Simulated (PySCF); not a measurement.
Isomers of C2H12NPSi2.

All values: PBE0/pcSseg-1 (PySCF) at GFN2-xTB geometries, gas phase, one conformer each.

**Question.** Rank by the highest Hirshfeld charge on any atom, lowest value first.
A. `[CH3:1][NH:2][SiH2:3][PH:4][SiH2:5][CH3:6]` with C1–N2–Si3–P4 175°, N2–Si3–P4–Si5 79°, Si3–P4–Si5–C6 -72°
B. `[NH2:1][Si@H:2]([PH2:3])[CH2:4][CH2:5][SiH3:6]` with H–N1–Si2–P3 -49° and 171°, N1–Si2–P3–H 158° and 65°, N1–Si2–C4–C5 161°, Si2–C4–C5–Si6 -177°
C. `[CH3:1][NH:2][SiH2:3][CH2:4][SiH2:5][PH2:6]` with C1–N2–Si3–C4 -176°, N2–Si3–C4–Si5 178°, Si3–C4–Si5–P6 -178°, C4–Si5–P6–H 175° and 82°

**Answer.** A (+0.307 e), B (+0.340 e), C (+0.360 e).

**Question.** Rank by the lowest Hirshfeld charge on any atom, highest value first.
A. `[CH3:1][CH2:2][Si@H:3]([PH2:4])[NH:5][SiH3:6]` with C1–C2–Si3–P4 176°, C2–Si3–P4–H 64° and 156°, C2–Si3–N5–Si6 159°
B. `[CH3:1][NH:2][SiH2:3][PH:4][SiH2:5][CH3:6]` with C1–N2–Si3–P4 175°, N2–Si3–P4–Si5 79°, Si3–P4–Si5–C6 -72°
C. `[NH2:1][Si@H:2]([PH2:3])[CH2:4][CH2:5][SiH3:6]` with H–N1–Si2–P3 -49° and 171°, N1–Si2–P3–H 158° and 65°, N1–Si2–C4–C5 161°, Si2–C4–C5–Si6 -177°

**Answer.** B (-0.242 e), C (-0.320 e), A (-0.334 e).

All values together:

| SMILES | μ (D) | HOMO (eV) | LUMO (eV) | lowest IAO charge (e) | highest IAO charge (e) | lowest Hirshfeld charge (e) | highest Hirshfeld charge (e) |
| --- | --- | --- | --- | --- | --- | --- | --- |
| CN[SiH2]P[SiH2]C | 1.56 | -6.86 | 0.12 | -0.710 (C) | +0.722 (Si) | -0.242 (N) | +0.307 (Si) |
| N[Si@H](P)CC[SiH3] | 2.16 | -7.16 | 0.41 | -0.841 (N) | +0.880 (Si) | -0.320 (N) | +0.340 (Si) |
| CN[SiH2]C[SiH2]P | 1.38 | -6.70 | 0.30 | -0.831 (C) | +0.901 (Si) | -0.250 (C) | +0.360 (Si) |
| CC[Si@H](P)N[SiH3] | 1.58 | -7.09 | 0.13 | -0.939 (N) | +0.867 (Si) | -0.334 (N) | +0.350 (Si) |

Conformers: `[CH3:1][NH:2][SiH2:3][PH:4][SiH2:5][CH3:6]` with C1–N2–Si3–P4 175°, N2–Si3–P4–Si5 79°, Si3–P4–Si5–C6 -72°; `[NH2:1][Si@H:2]([PH2:3])[CH2:4][CH2:5][SiH3:6]` with H–N1–Si2–P3 -49° and 171°, N1–Si2–P3–H 158° and 65°, N1–Si2–C4–C5 161°, Si2–C4–C5–Si6 -177°; `[CH3:1][NH:2][SiH2:3][CH2:4][SiH2:5][PH2:6]` with C1–N2–Si3–C4 -176°, N2–Si3–C4–Si5 178°, Si3–C4–Si5–P6 -178°, C4–Si5–P6–H 175° and 82°; `[CH3:1][CH2:2][Si@H:3]([PH2:4])[NH:5][SiH3:6]` with C1–C2–Si3–P4 176°, C2–Si3–P4–H 64° and 156°, C2–Si3–N5–Si6 159°.
